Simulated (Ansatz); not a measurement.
Species: TiN, net charge 0, doublet state. SMILES: [N]#[Ti]
Geometry from a B3LYP-D3(BJ)/def2-TZVP (Ansatz, a quantum-chemistry and plane-wave program) optimisation:
```xyz
2

Ti     0.0000     0.0000    -0.3757
N      0.0000     0.0000     1.1809
```
Charge 0, spin multiplicity 2.

Property: size of the dipole moment, in D. Conventions: UHF or UKS for open shells; 6-31G* and kin with 6d, 5d where marked; non-relativistic; LANL2DZ with its own core potentials from Na on; no spin-orbit coupling. Ab initio and DFT rows: single points at B3LYP-D3(BJ) geometries (Ansatz).

```csv
level,program,size of the dipole moment (D)
SVWN5/6-31G*,Ansatz,2.92
SVWN5/6-31G* with LANL2DZ past Ar,Ansatz,3.28
PBE/STO-3G,Ansatz,2.72
PBE/LANL2DZ,Ansatz,3.87
PBE/def2-SVP,Ansatz,3.20
BLYP/6-31G*,Ansatz,2.87
BLYP/6-31G* with LANL2DZ past Ar,Ansatz,3.46
B3LYP/STO-3G,Ansatz,2.22
B3LYP/LANL2DZ,Ansatz,3.74
B3LYP/6-31G,Ansatz,3.16
B3LYP/6-31G*,Ansatz,3.05
B3LYP/6-31G* with LANL2DZ past Ar,Ansatz,3.36
PBE0/6-31G* with LANL2DZ past Ar,Ansatz,3.60
```

No value to compare with is used here. The 13 habitual levels span 2.22 (B3LYP/STO-3G) to 3.87 D (PBE/LANL2DZ).

The levels are drawn from those run, B3LYP/6-31G* more often than the rest, none by its result; runs whose electronic state is in doubt are left out.
